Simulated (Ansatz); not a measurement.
Computed with Ansatz on PBE0-D4/def2-TZVP structures; ΔE is electronic, products minus reactants. CCSD(T)/CBS adds triple-zeta CCSD(T) − MP2 to the extrapolated MP2 energy (def2 sets, frozen cores). This one scheme is used for every species. DFT in def2-TZVPP. HSE06 is defined as in plane-wave codes. For Br outer-core shells are correlated without core-valence functions, which leaves a few kJ/mol of doubt a bond. Scalar relativity is left out up to krypton. One conformer a species, not always the lowest.

`S[Si]Br` + H₂O → `O[Si]Br` + H₂S  (formal hydrolysis of the Si–S bond)

```tsv
level	ΔE (kJ/mol)	difference from CCSD(T)/CBS
LDA (SPW92)	-35.5	0.2
r2SCAN0-D4	-36.6	-0.9
BHLYP-D4	-44.9	-9.2
ωB97X-V	-46.5	-10.8
B2PLYP	-45.1	-9.4
HSE06	-32.4	3.3
HF/def2-SVP	-51.5	-15.8
CCSD(T)/def2-SVP	-43.7	-8.0
HF/def2-TZVPP	-57.4	-21.7
SCS-MP2/def2-TZVPP	-44.2	-8.5
CCSD(T)/CBS	-35.7	0
```

Largest T1 diagnostic among the species: 0.012.

In def2-TZVPP, CCSD(T) changes the Hartree–Fock value by +15.5 kJ/mol (the triples alone add +3.9 kJ/mol) and MP2 by +19.2 kJ/mol. Leaving LDA and LC-ωPBE aside and taking each functional with its dispersion term where it has one, the values, not all of them listed here, spread over 25.8 kJ/mol, from CAM-B3LYP-D4 to revPBE-D4. LDA lies −4.2 kJ/mol from PBE without D4. From BLYP to BHLYP (50 % exact exchange), in def2-TZVPP and without D4, ΔE moves by −4.9 kJ/mol.
